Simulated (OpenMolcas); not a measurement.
Computed levels of 3d⁵ in ions with 23 electrons, in cm-1 above ⁶S_5/2.

```
Program             : OpenMolcas
Method              : MS-RASPT2, IPEA 0.25 Eh, imaginary shift 0.1 Eh
Basis               : ANO-RCC-VQZP
Scalar Hamiltonian  : DKH2, point nucleus
Spin-orbit coupling : state interaction with AMFI integrals over the reference wave functions, term energies averaged over their components
```

Active space for each ion: 11 electrons in 8 orbitals (RAS1 3p, at most 2 holes; RAS2 3d); closed shells correlated by CASPT2: 3s.

```json
{"Level": "⁴G_5/2", "Mn2+": "27270", "Fe3+": "33050", "Ni5+": "42860", "Cu6+": "47520"}
{"Level": "⁴G_7/2", "Mn2+": "27290", "Fe3+": "33080", "Ni5+": "42940", "Cu6+": "47650"}
{"Level": "⁴G_11/2", "Mn2+": "27290", "Fe3+": "33090", "Ni5+": "42960", "Cu6+": "47680"}
{"Level": "⁴G_9/2", "Mn2+": "27300", "Fe3+": "33100", "Ni5+": "42990", "Cu6+": "47730"}
{"Level": "⁴P_5/2", "Mn2+": "30100", "Fe3+": "36630", "Ni5+": "47380", "Cu6+": "52410"}
{"Level": "⁴P_3/2", "Mn2+": "30140", "Fe3+": "36700", "Ni5+": "47570", "Cu6+": "52700"}
{"Level": "⁴P_1/2", "Mn2+": "30180", "Fe3+": "36780", "Ni5+": "47790", "Cu6+": "53030"}
{"Level": "⁴D_7/2", "Mn2+": "33190", "Fe3+": "40100", "Ni5+": "51780", "Cu6+": "57380"}
{"Level": "⁴D_1/2", "Mn2+": "33220", "Fe3+": "40170", "Ni5+": "52000", "Cu6+": "57730"}
```

**Question.** Estimate ⁴G_5/2, ⁴G_7/2 for Co4+ from its neighbours Fe3+ and Ni5+.

**Answer.** ⁴G_5/2 is another term, which grows about linearly with the charge: (33050 + 42860) / 2 = 37955. The calculation gives 38350, so the estimate is off by -1.0 %.
⁴G_7/2 is another term, which grows about linearly with the charge: (33080 + 42940) / 2 = 38010. The calculation gives 38400, so the estimate is off by -1.0 %.

CASPT2 breaks the degeneracy within a term, and the mean is taken; among the terms shown or strongly mixed into the levels shown the widest spread is 400 cm-1 (3d⁵ ⁴G, Fe3+). Active for correlation alone: 3p; no level in the range computed is led by a configuration that opens it, so any true level of that kind is missing. Only configurations of the active space appear.
